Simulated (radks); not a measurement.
The numbers below are computed, except where a source is named.
The ytterbium ion Yb+ inside a hard spherical wall (all orbitals vanish at R), configuration held at [Xe] 4f14 6s1 and not refilled when levels cross. Level of theory: scalar-relativistic Kohn-Sham, LDA (Slater exchange, Perdew-Wang correlation), spin-polarised, spherical densities, point nucleus; open shells are filled with parallel spins first (spin-orbit coupling, left out, can overturn this in heavy ions) (a radial shooting solver on a logarithmic mesh with Libxc functionals). Eigenvalues in eV for spin up, with the zero of energy where the potential of the charges vanishes at infinity; a dash marks a level that is unbound or too diffuse for the functional's potential to be trusted. A positive occupied level is held by the wall or, in an anion where self-interaction has pushed it up, behind a barrier. The pressure on the wall is -dE/dV.

| R (bohr) | E (hartree) | kinetic (hartree) | e(5s) | e(5p) | e(4f) | e(6s) | e(5d, empty) | e(6p, empty) | pressure (GPa) |
|---|---|---|---|---|---|---|---|---|---|
| free | -14050.9338 | 15310.586 | -61.987 | -34.483 | -10.032 | -9.864 | -6.964 | -5.911 | 0 |
| 20 | -14050.9338 | 15310.586 | -61.987 | -34.483 | -10.032 | -9.864 | -6.964 | -5.911 | < 0.0001 |
| 12 | -14050.9338 | 15310.587 | -61.987 | -34.482 | -10.031 | -9.863 | -6.963 | -5.904 | 0.000184 |
| 7 | -14050.9261 | 15310.649 | -61.720 | -34.225 | -9.767 | -9.515 | -6.658 | -4.924 | 0.460 |
| 6 | -14050.9075 | 15310.760 | -61.349 | -33.872 | -9.389 | -8.834 | -6.181 | -3.504 | 2.07 |
| 4 | -14050.6152 | 15312.082 | -58.684 | -31.377 | -6.444 | -0.650 | -1.930 | 9.613 | 64.2 |
| 3.5 | -14050.2747 | 15313.586 | -56.611 | -29.342 | -3.975 | 7.114 | 1.628 | 20.482 | 194 |
| 2.5 | -14047.0245 | 15327.258 | -43.546 | -14.798 | 11.905 | 59.342 | 24.199 | 84.910 | 3010 |
| 1.5 | -14005.9798 | 15468.459 | 61.327 | 109.84 | 103.13 | 417.64 | 184.09 | 475.55 | 138000 |
